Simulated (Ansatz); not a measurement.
Input file:

```yaml
crystal:
  periodic: [false, false, false]
  atoms:
    - { symbol: Ge, position_ang: [-0.000756, 1.0e-05, 0.068138] }
    - { symbol: Cl, position_ang: [-0.010577, 7.3e-05, 2.424294] }
    - { symbol: F, position_ang: [1.5693, 0.000515, -0.586312] }
    - { symbol: F, position_ang: [-0.782161, 1.357073, -0.596146] }
    - { symbol: F, position_ang: [-0.781253, -1.357617, -0.596062] }
    - { symbol: Si, position_ang: [0.000163, -3.0e-06, 4.97806] }
    - { symbol: H, position_ang: [-0.763683, -1.191902, 5.391331] }
    - { symbol: H, position_ang: [1.417461, -0.067444, 5.379897] }
    - { symbol: H, position_ang: [-0.646895, 1.259296, 5.390802] }
magnetization:
  spin_polarized: true
  initial_magnetization: 1
basis:
  gaussian: { orbitals: def2-SVP }
hamiltonian:
  xc: hf
md:
  timestep: 0.5
  n_steps: 200
  ensemble: nve
  temperature: 100.0
  initial_velocities: maxwell_boltzmann
  seed: 5414
```

Run as:

```bash
$ ansatz run input.yaml --threads 4 --pin off --max-ram 5120MiB --backend cpu --events-out ev --progress --plain --runs-dir out
```

Hardware: 4 threads of Arm Neoverse V1, on a shared host.

Q: Roughly how long does this run take, and how much memory?

A: 6 min, with a peak of 0.46 GiB, for 201 ionic steps.
